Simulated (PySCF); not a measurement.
Compound: C6H4F2Se.
Bonds: C1–Se2, Se2–C3, C3–F4, C3–C5 (double), C5–C6 (double), C6–C7 (double), C7–C8 (double), C8–F9. Hydrogens: H10, H11, H12 on C1; H13 on C8.

Method: PBE0-D3(BJ)/def2-SVP geometry optimisation, gas phase in PySCF 2.14.0; density fitting, grid level 2; the optimiser is geomeTRIC in internal coordinates, started from a GFN2-xTB structure.

Step 0: E = -77029.2400 eV
```
atom  x, y, z in Å  |  force x, y, z in eV/Å
C1     -2.2784    0.4610    0.5033    0.061  -0.072  -0.554
Se2    -2.6727    0.4062   -1.4045    0.203  -0.037   0.066
C3     -0.9069   -0.0048   -1.9880   -0.759   0.086  -0.710
F4     -0.8592   -0.1163   -3.3242   -0.017   0.047   0.543
C5      0.1378   -0.1644   -1.2160   -0.182   0.063  -0.264
C6      1.0756   -0.2652   -0.3677   -0.028  -0.124  -0.141
C7      2.0314   -0.4093    0.4565    0.281   0.052   0.298
C8      3.0176   -0.4972    1.3078    0.634   0.836   0.342
F9      3.7526    0.5705    1.6754   -0.303  -0.503  -0.135
H10    -1.9489   -0.5220    0.8316    0.099  -0.309   0.126
H11    -3.1938    0.7408    1.0165   -0.380   0.111   0.125
H12    -1.5028    1.2005    0.6869    0.236   0.256   0.086
H13     3.3460   -1.4037    1.7990    0.155  -0.404   0.219
```

Step 1: E = -77029.2759 eV
```
atom  x, y, z in Å  |  force x, y, z in eV/Å
C1     -2.3074    0.4823    0.4829    0.007  -0.011   0.100
Se2    -2.7082    0.2594   -1.3950   -0.084   0.025  -0.005
C3     -0.9370   -0.0330   -1.9693    0.180   0.071  -0.009
F4     -0.8609   -0.0474   -3.2962   -0.044  -0.046  -0.058
C5      0.1292   -0.1725   -1.2027   -0.076  -0.073  -0.036
C6      1.1108   -0.2909   -0.3921    0.002   0.105   0.017
C7      2.0896   -0.3724    0.4323    0.026   0.016  -0.033
C8      3.0751   -0.4960    1.2939   -0.097  -0.281   0.228
F9      3.7202    0.5327    1.8264    0.105   0.164  -0.036
H10    -1.9508   -0.4646    0.9096   -0.008   0.024   0.007
H11    -3.2430    0.7867    0.9737    0.028  -0.031  -0.042
H12    -1.5475    1.2654    0.6109   -0.031  -0.017  -0.017
H13     3.4281   -1.4536    1.7022   -0.009   0.053  -0.116
```

Step 2: E = -77029.2833 eV
```
atom  x, y, z in Å  |  force x, y, z in eV/Å
C1     -2.3211    0.4786    0.4857    0.015  -0.015   0.006
Se2    -2.7012    0.2797   -1.4020    0.008   0.029   0.018
C3     -0.9236   -0.0163   -1.9712    0.025  -0.047  -0.002
F4     -0.8614   -0.0804   -3.2984    0.009   0.001   0.008
C5      0.1400   -0.1550   -1.2016   -0.038  -0.008  -0.043
C6      1.1180   -0.2700   -0.3851   -0.002   0.066   0.062
C7      2.0919   -0.3633    0.4449   -0.076  -0.100  -0.024
C8      3.0706   -0.5058    1.3126    0.013   0.061  -0.126
F9      3.7662    0.5279    1.7749    0.085  -0.017   0.087
H10    -1.9637   -0.4695    0.9074    0.003  -0.003  -0.008
H11    -3.2654    0.7689    0.9647   -0.008  -0.005  -0.010
H12    -1.5706    1.2663    0.6309   -0.009   0.005   0.001
H13     3.4188   -1.4651    1.7137   -0.024   0.032   0.030
```

Q: Estimate the geometry and energy of step 3. (The exact step hangs on the optimiser's Hessian estimate; all steps are aligned on step 2, rigid shifts and turns removed.)

A: E = -77029.2840 eV, largest force 0.193 eV/Å
```
atom  x, y, z in Å  |  force x, y, z in eV/Å
C1     -2.3348    0.4738    0.4844    0.014  -0.012  -0.039
Se2    -2.6987    0.3025   -1.4099    0.041   0.018   0.004
C3     -0.9197   -0.0134   -1.9709   -0.066  -0.071  -0.010
F4     -0.8586   -0.1190   -3.2959    0.015   0.022   0.040
C5      0.1403   -0.1398   -1.1954    0.035   0.007   0.004
C6      1.1166   -0.2427   -0.3747   -0.025   0.031   0.018
C7      2.0937   -0.3399    0.4512    0.067   0.137   0.074
C8      3.0795   -0.4935    1.3103    0.114  -0.094  -0.063
F9      3.8477    0.4946    1.7642   -0.165   0.007  -0.100
H10    -1.9827   -0.4800    0.8970    0.010  -0.012  -0.012
H11    -3.2851    0.7567    0.9544   -0.022   0.007   0.011
H12    -1.5872    1.2600    0.6477    0.003   0.015   0.013
H13     3.3874   -1.4633    1.7144   -0.020  -0.056   0.061
```

The energy changes by -0.0007 eV. The first-order estimate −F·Δx gives -0.0089 eV and the mean of the old and new forces, exact on a quadratic surface, -0.0007 eV. The step makes an angle of 74° with the force vector and moves no atom by more than 0.089 Å.

The cost below is that of the whole optimisation. Time: 1.8 min; peak memory 0.85 GiB. Hardware: an Arm Neoverse V1 with one thread, no GPU, shared host with 32 logical CPUs at a one-minute load of 13.
